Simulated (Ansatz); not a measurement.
`[BH2][AlH2]` + `N=C=O` → `O=C=[N][AlH2]` + BH₃ at 298.15 K and 1 bar (cleavage of the Al–B bond).

Gas-phase electronic energies from Ansatz, PBE0-D4/def2-TZVP geometries. CCSD(T)/CBS is the MP2 limit (def2-TZVPP, def2-QZVPP) plus CCSD(T) − MP2 in def2-TZVPP, frozen cores. This one scheme is used for every species. Each species was taken in one conformer, which may not be the lowest.

```tsv
species	CCSD(T)/CBS energy (Eh)	H − E (kJ/mol)	S (J/(mol·K))
`[BH2][AlH2]`	-269.14094	97.6	260.4
`N=C=O`	-168.51995	67.5	238.3
`O=C=[N][AlH2]`	-411.17628	86.9	299.3
BH₃	-26.55200	78.7	188.3
```

H − E and S are ideal-gas, rigid-rotor, harmonic terms from PBE0-D4/def2-TZVP, for one conformer and one mirror image of each species. 1 Eh = 2625.50 kJ/mol, R = 8.31446 J/(mol·K).

**Question.** By hand: ΔE, ΔH, ΔS and ΔG.

**Answer.** ΔE = (-411.17628) + (-26.55200) − (-269.14094) − (-168.51995) = -0.06739 Eh = -176.9 kJ/mol. Δ(H − E) = 86.9 + 78.7 − 97.6 − 67.5 = 0.5, so ΔH = -176.4 kJ/mol. ΔS = 299.3 + 188.3 − 260.4 − 238.3 = -11.1 J/(mol·K). ΔG = -176.4 − 298.15 × (-11.1)/1000 = -173.1 kJ/mol.

**Question.** By hand: the equilibrium constant, and the temperature at which ΔG would vanish if ΔH and ΔS stayed fixed.

**Answer.** log₁₀ K = −ΔG/(RT ln 10) = 30.3. ΔG = 0 at ΔH/ΔS = 15892 K, far beyond where these terms or the molecules hold.

The number of gas molecules stays the same, so ΔS is small and ΔH decides. A doubt of 5 kJ/mol in ΔE shifts log₁₀ K by 0.9 here. Other conformers and mirror images would add mixing entropy, several J/(mol·K) or more a flexible species. Modes under 60 cm⁻¹, often nearly free rotors, make the harmonic entropy too high. These are equilibria of isolated gas molecules and say nothing of rates. Largest T1 diagnostic: 0.018 (customary marks: 0.02 for closed shells, 0.045 for open ones).
